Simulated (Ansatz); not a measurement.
Cost and result up the ladder for MoI₄ (5 atoms). The state is a triplet with charge 0. Geometry: r2SCAN-D4/def2-SVP.

```xyz
5

Mo    0.000    0.000    0.000
I     1.876   -1.572    0.843
I     1.036    2.242   -0.774
I    -1.681    0.443    1.918
I    -1.231   -1.113   -1.987
```

Ansatz on 4 threads of Intel Xeon Platinum 8375C on a shared host. Times are rough, and most runs start from the orbitals of an earlier one. PBE0-D4/def2-TZVPD serves as the yardstick here, not as an exact answer. Differences are given only for rows in sets of like size (and for xTB, whose basis is part of the method), since another set adds its own error. Binding counts from free atoms at the same level (Mo septet, I doublet; other spins of the atoms weren't run), without zero-point energy or a counterpoise term.

In the def2 sets I, Mo take a core potential; there is no spin–orbit coupling. Correlated methods freeze 16 core orbitals; core or outer-core shells of Mo, I are correlated, in sets that lack core-valence functions.

Correlated methods converge slowly with the basis.

| level | functions | wall time | binding energy per atom (eV) | difference from PBE0-D4/def2-TZVPD (eV) | remarks |
| --- | --- | --- | --- | --- | --- |
| PBE-D4/def2-SVP | 135 | 3.5 s | 2.46 | – | – |
| PBE-D4/def2-TZVP | 240 | 5.5 s | 2.46 | 0.22 | – |
| PBE0-D4/def2-SVP | 135 | 6 s | 2.22 | – | – |
| PBE-D4/def2-TZVPD | 276 | 9.5 s | 2.46 | 0.23 | – |
| r2SCAN-D4/def2-TZVP (with forces) | 240 | 12 s | 2.27 | 0.03 | – |
| BHLYP-D4/def2-TZVP | 240 | 13 s | 2.06 | -0.18 | – |
| PBE0-D4/def2-TZVP | 240 | 13 s | 2.23 | 0.00 | – |
| r2SCAN-D4/def2-TZVPD | 276 | 15 s | 2.27 | 0.04 | – |
| RPA@PBE/def2-TZVP | 240 | 16 s | 1.92 | -0.32 | – |
| MP2/def2-TZVP | 240 | 16 s | 2.33 | 0.09 | spin-contaminated (⟨S²⟩ 2.15) |
| r2SCANh-D4/def2-TZVP | 240 | 18 s | 2.20 | -0.04 | – |
| PBE0-D4/def2-TZVPD | 276 | 18 s | 2.24 | 0.00 | – |
